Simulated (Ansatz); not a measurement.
# One elementary step

Start structure (SnH$_{6}$S, singlet), relaxed at PBE0-D4/def2-TZVP:

```tsv
atom	x (Å)	y (Å)	z (Å)
Sn1	-1.0391	-0.6637	0.1040
S2	1.0987	-0.6597	1.2099
H3	-0.9161	-1.8900	-1.0680
H4	-2.2610	-1.0094	1.2424
H5	-1.3093	0.8607	-0.6099
H6	1.8410	1.2837	-1.1504
H7	1.8074	1.7219	-1.7555
H8	0.7784	0.3566	2.0276
```

The step: SnH₄S ([SH][SnH3]) + H₂ → SnH₄ + H₂S; bonds formed: Sn1–H7, S2–H6; bonds broken: Sn1–S2, H6–H7. Ansatz 0.2.0; basis: def2-TZVPP and def2-QZVPP; cores frozen in the correlated methods. Filled d shells of the heavier atoms are correlated. Core potentials replace the inner electrons of the atoms past krypton. The def2 sets are not built for correlating such inner shells, so the correlated values are less sure here. Extrapolation: Hartree–Fock as exp(−7.88 √X), correlation as X^−2.97. Energies below are by CCSD(T) at an estimated basis limit (MP2 extrapolated from triple and quadruple zeta, plus CCSD(T) − MP2 in triple zeta).

What are the electronic barrier and the energy of the step, from the start structure to the end structure? (Judge from chemistry; the value comes from the calculation.)

Computed: Barrier 2.261 eV; step energy 0.404 eV (uphill); reverse barrier, their difference, 1.857 eV. Barrier and step energy count from the start structure, the reverse barrier from the end structure.

The saddle point: One imaginary mode of 1356i cm⁻¹.
```json
{"pair": "Sn1–H7", "start (Å)": "4.15", "saddle (Å)": "2.00", "end (Å)": "1.70"}
{"pair": "S2–H6", "start (Å)": "3.15", "saddle (Å)": "1.69", "end (Å)": "1.34"}
{"pair": "Sn1–S2", "start (Å)": "2.41", "saddle (Å)": "2.80", "end (Å)": "3.86"}
{"pair": "H6–H7", "start (Å)": "0.75", "saddle (Å)": "0.99", "end (Å)": "3.28"}
```

Zero-point energy (harmonic, PBE0-D4): ZPE is 1.111 eV at the start and 1.119 eV at the saddle, so the barrier goes from 2.261 to 2.269 eV.

No T1 diagnostic of these runs exceeds 0.016.

Labels in which every atom is bracketed show which atoms are joined, not bond orders.

For scale, one of the runs: CCSD(T)/def2-TZVPP, 176 basis functions, launched by `ansatz run in.yaml --threads 2 --pin off --events-out ev --progress --plain --max-ram 4352MiB`. Time: 33 s of wall clock on 2 CPU threads; the host was shared. Peak host memory: 1.7 GiB.
